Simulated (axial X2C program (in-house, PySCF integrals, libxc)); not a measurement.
**BrCl: computed against measured constants**

Computed with an in-house relativistic program for diatomic molecules. Spin-free means the one-electron spin-free X2C Hamiltonian; two-component (2c) means X2C with spin–orbit coupling and atomic mean-field two-electron Coulomb and Gaunt terms, so the difference of the two also holds small scalar two-electron terms. Basis: Br dyall-cv4z [10s10p7d5f3g], Cl dyall-av4z [10s9p4d3f2g] (cores contracted in-house); Gaussian nuclei, density fitting, unrestricted open shells. Masses: Br 78.918 u, Cl 34.969 u.

```json
{"Hamiltonian": "spin-free", "level": "PBE0", "Re (Å)": "2.133", "ωe (cm⁻¹)": "459.2", "ωexe (cm⁻¹)": "1.46", "De (eV)": "2.42"}
{"Hamiltonian": "spin-free", "level": "HF", "Re (Å)": "2.124", "ωe (cm⁻¹)": "486.5", "ωexe (cm⁻¹)": "1.32", "De (eV)": "0.736"}
{"Hamiltonian": "spin-free", "level": "MP2", "Re (Å)": "2.131", "ωe (cm⁻¹)": "464.2", "ωexe (cm⁻¹)": "1.54", "De (eV)": "2.49"}
{"Hamiltonian": "spin-free", "level": "CCSD", "Re (Å)": "2.142", "ωe (cm⁻¹)": "453.8", "ωexe (cm⁻¹)": "1.59", "De (eV)": "2.15"}
{"Hamiltonian": "spin-free", "level": "CCSD(T)", "Re (Å)": "2.150", "ωe (cm⁻¹)": "441.5", "ωexe (cm⁻¹)": "1.76", "De (eV)": "2.33"}
{"Hamiltonian": "spin-free", "level": "LDA", "Re (Å)": "2.132", "ωe (cm⁻¹)": "450.5", "ωexe (cm⁻¹)": "1.49", "De (eV)": "3.32"}
{"Hamiltonian": "spin-free", "level": "M06", "Re (Å)": "2.139", "ωe (cm⁻¹)": "454.8", "ωexe (cm⁻¹)": "1.52", "De (eV)": "2.40"}
{"Hamiltonian": "spin-free", "level": "PBE", "Re (Å)": "2.161", "ωe (cm⁻¹)": "429.1", "ωexe (cm⁻¹)": "1.52", "De (eV)": "2.66"}
{"Hamiltonian": "2c", "level": "PBE0", "Re (Å)": "2.135", "ωe (cm⁻¹)": "456.1", "ωexe (cm⁻¹)": "1.49", "De (eV)": "2.33"}
{"Hamiltonian": "2c", "level": "HF", "Re (Å)": "2.126", "ωe (cm⁻¹)": "483.9", "ωexe (cm⁻¹)": "1.33", "De (eV)": "0.526"}
{"Hamiltonian": "2c", "level": "MP2", "Re (Å)": "2.132", "ωe (cm⁻¹)": "461.6", "ωexe (cm⁻¹)": "1.55", "De (eV)": "2.32"}
{"Hamiltonian": "2c", "level": "CCSD", "Re (Å)": "2.143", "ωe (cm⁻¹)": "451.2", "ωexe (cm⁻¹)": "1.61", "De (eV)": "1.98"}
{"Hamiltonian": "2c", "level": "CCSD(T)", "Re (Å)": "2.151", "ωe (cm⁻¹)": "438.8", "ωexe (cm⁻¹)": "1.78", "De (eV)": "2.17"}
{"Hamiltonian": "2c", "level": "LDA", "Re (Å)": "2.134", "ωe (cm⁻¹)": "446.8", "ωexe (cm⁻¹)": "1.53", "De (eV)": "3.14"}
{"Hamiltonian": "2c", "level": "M06", "Re (Å)": "2.141", "ωe (cm⁻¹)": "451.8", "ωexe (cm⁻¹)": "1.54", "De (eV)": "2.23"}
{"Hamiltonian": "2c", "level": "PBE", "Re (Å)": "2.164", "ωe (cm⁻¹)": "425.4", "ωexe (cm⁻¹)": "1.55", "De (eV)": "2.57"}
```

De refers to Br + Cl.

Correlated methods: 14 electrons correlated (number of frozen shells: Br 3 s, 2 p, 1 d; Cl 2 s, 1 p), 348 virtual spin orbitals or spinors in MP2, 180 natural virtuals in coupled cluster.

Measured (Huber and Herzberg, Constants of Diatomic Molecules, 1979; state 1Σ+): Re (Å) 2.13606, ωe (cm⁻¹) 444.276, ωexe (cm⁻¹) 1.843.

(1) Work out the error of each level, computed minus measured.

The state is one determinant whose occupation by symmetry is held fixed; it was picked as the lowest of a PBE0 search that is not exhaustive. The closed shell is kept restricted, so the energy runs too high when the bond is stretched far. De is counted from the lowest determinant-based energies of the atoms at the same level, without counterpoise correction. Coupled cluster ran in a truncated set of natural virtual spinors; the MP2 energy of the rest was added. (T) has no such correction and the atoms are truncated less, which lowers De at CCSD(T) by a hundredth of an eV or more. A 2c atom that is not at its ground J level misses part of its spin–orbit lowering, and De is too large by that part (0.04 eV or less for light atoms). This holds for PBE0, PBE. Without a current term, density functionals place determinants with orbital angular momentum somewhat too high.

## Answers

(1) 

```tsv
Hamiltonian	level	Re (Å)	ωe (cm⁻¹)	ωexe (cm⁻¹)
spin-free	PBE0	-0.003	14.9	-0.38
spin-free	HF	-0.012	42.2	-0.52
spin-free	MP2	-0.005	19.9	-0.30
spin-free	CCSD	0.006	9.5	-0.25
spin-free	CCSD(T)	0.014	-2.8	-0.08
spin-free	LDA	-0.004	6.2	-0.35
spin-free	M06	0.003	10.5	-0.32
spin-free	PBE	0.025	-15.2	-0.32
2c	PBE0	-0.001	11.8	-0.35
2c	HF	-0.010	39.6	-0.51
2c	MP2	-0.004	17.3	-0.29
2c	CCSD	0.007	6.9	-0.23
2c	CCSD(T)	0.015	-5.5	-0.06
2c	LDA	-0.002	2.5	-0.31
2c	M06	0.005	7.5	-0.30
2c	PBE	0.028	-18.9	-0.29
```
